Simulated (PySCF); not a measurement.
## How the method changes the constants of BiO⁻

State: ³Σ⁻ (triplet), unpaired electrons π ↑↑. Set-up: PySCF, scalar-relativistic core potentials, basis sets Bi aug-cc-pVDZ-PP with ECP60, O aug-cc-pVDZ. De refers to Bi + O⁻ in their high-spin ground configurations, without counterpoise correction. The functionals are run spin-unrestricted. A positive dipole points towards O; it is taken about the centre of mass and depends on that origin. Levels whose curve was spin-contaminated or gave no clean fit are not listed.

```csv
Level,Re (Å),ωe (cm⁻¹),De (eV),μ (D),"CPU s a point (SCF and correlation, without the integrals)"
UHF-CCSD(T),2.025,626,n/a,n/a,7.9
PBE,2.035,611,4.00,-4.03,0.5
revPBE,2.042,602,3.72,-4.05,0.56
r²SCAN,2.012,644,3.62,-4.13,0.66
PBE0,1.999,664,3.47,-4.32,0.68
B97-3,2.011,648,3.52,-4.40,0.37
M06,2.015,635,4.05,-4.29,1.3
LC-ωPBE,1.974,709,3.11,-4.82,0.64
```

Task: What does a quarter of exact exchange do here, going from PBE to PBE0?

Result: PBE0 less PBE: -3.6 pm in Re, +8.7 % in ωe, -0.53 eV in De. Exact exchange removes part of the self-interaction that spreads semilocal densities, and in most molecules shortens and stiffens the bond and lowers De; so it does here.

Task: What does the step from GGA to meta-GGA do here, going from PBE to r²SCAN?

Result: r²SCAN less PBE: -2.3 pm in Re, +5.4 % in ωe, -0.38 eV in De. 

Correlated steps freeze 5 core orbitals. Spin–orbit coupling is left out, which matters for elements this heavy, above all for dissociation energies. For an ion De counts to the pair picked by the measured ionisation energies or electron affinities, which need not be the lowest pair at this level. The highest Kohn–Sham level is positive in this anion. Much of that is self-interaction error, but it also means that the finite basis helps to hold the extra electron. The state is the lowest determinant that a PBE0 search found; another state may lie lower at other levels.

The whole job (state search and all levels along the bond) took about 2.6 min on 1 thread of Intel Xeon 6975P-C (shared host), peak memory 0.73 GiB.
